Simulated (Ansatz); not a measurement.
Species: C₁₀H₁₂Si, SMILES `C=C/C=C(\[SiH3])c1ccccc1` (C–C–C–C torsion -178°, Si–C–C–C torsion -142°) (charge 0, multiplicity 1).

Task: Give a relaxed geometry from B3LYP-D3(BJ)/def2-SVP in Ansatz (a first-principles code).

Result: This is not unique; one that fits is the end point of this relaxation, one of several conformers (outside a Z-matrix the atoms follow the SMILES, hydrogens last).
Z-matrix (Å, degrees):
```
C
C 1 1.3604
H 2 1.0983 1 117.71
C 2 1.4527 3 114.37 1 -178.63
C 4 1.3452 2 123.19 3 0.40
H 5 1.0924 4 121.61 2 -179.94
H 4 1.0938 5 118.94 6 0.17
H 5 1.0947 6 117.13 4 179.95
C 1 1.4853 2 119.82 3 2.43
C 9 1.4087 1 120.92 2 -143.62
H 10 1.0928 9 119.71 1 0.89
C 10 1.3955 11 119.09 9 -178.57
H 12 1.0927 10 119.63 11 -0.75
C 12 1.3972 13 120.13 10 -179.92
H 14 1.0925 12 120.31 13 -0.48
C 14 1.3983 15 120.30 12 179.46
H 16 1.0929 14 120.04 15 -0.48
C 16 1.3947 17 119.62 14 179.26
H 18 1.0919 16 119.60 17 -1.19
Si 1 1.8927 2 123.84 3 -178.31
H 20 1.4889 1 111.91 2 -18.08
H 20 1.4902 21 108.91 7 142.49
H 20 1.4942 21 107.87 7 -100.58
```
